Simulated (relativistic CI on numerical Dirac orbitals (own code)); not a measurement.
**Hyperfine structure of Eu42+, mass number 153**

Calculated at this level of theory: Dirac-Coulomb-Breit CI, separate exchange-only KLI orbitals for each configuration, model QED (radiative potential, 1s self-energy scaled to tabulated hydrogen-like ionisation energies), unscaled Slater integrals (own radial code, finite nucleus).

Configuration list (outside the closed core [Ne]): 3s²3p⁶3d³, 3s²3p⁵3d⁴, 3s3p⁶3d⁴, 3s²3p⁶3d²4s, 3s²3p⁶3d²4p, 3s²3p⁶3d²4d, 3s²3p⁵3d³4s, 3s²3p⁶3d²4f, 3s²3p⁵3d³4p, 3s3p⁶3d³4s, 3p⁶3d⁴4p, 3p⁶3d⁵, 3p⁵3d⁶, 3p⁵3d⁵4s, 3p⁶3d⁴4s, 3p⁵3d⁴4s², 3s²3p⁶3d4s², 3s²3p⁶4s²4p, 3s²3p⁶4s²4d. Double excitations out of closed p, d and f shells are left out; levels of such configurations are missing from the list, as are those of other unlisted configurations, and high levels can miss mixing partners. These lack a partner that the ground configuration has and come out too high: 3s²3p⁵3d³4p.

Nuclear spin I = 5/2, μ = 1.5294 μN, Q = 2.41 b (tables of Stone and Pyykkö). The electronic factors are computed for point nuclear moments, without core polarisation or the Bohr-Weisskopf and QED corrections.

| Level | E (cm⁻¹) | A (MHz) | B (MHz) |
| --- | --- | --- | --- |
| 3s²3p⁶3d³ ⁴F3/2 | 0 | 36030 | -76800 |
| 3s²3p⁶3d³ ⁴F5/2 | 218255 | 21180 | -41700 |
| 3s²3p⁶3d³ ⁴P1/2 | 301497 | -12920 |  |
| 3s²3p⁶3d³ ⁴P5/2 | 439098 | 13050 | 122000 |
| 3s²3p⁶3d³ ⁴F7/2 | 501967 | 18200 | 1930 |
| 3s²3p⁶3d³ ⁴F9/2 | 527779 | 18320 | 34300 |
| 3s²3p⁶3d³ ²P1/2 | 584785 | -4652 |  |
| 3s²3p⁶3d³ ²H11/2 | 595240 | 20420 | 184000 |

Levels with J = 0, under 50 % of one LS term, or S terms without an open s electron are left out. Small factors come from cancelling terms and can be off by tens of per cent or more.

At this charge energies of transitions that change n are usually good to better than 1 %, and those within a shell (Δn = 0) to a few per cent.

Question: Give the hyperfine levels of 3s²3p⁶3d³ ⁴F3/2 relative to its centre of gravity.

Answer: With K = F(F + 1) − I(I + 1) − J(J + 1), E = AK/2 + B[¾K(K + 1) − I(I + 1)J(J + 1)]/[2I(2I − 1)J(2J − 1)]: F = 1: -243000, F = 2: -109400, F = 3: 33260, F = 4: 115900 MHz.

LS names give the leading component of a level, which can be under half, so a name can repeat, a term be missing and a line seem to break the LS rules.
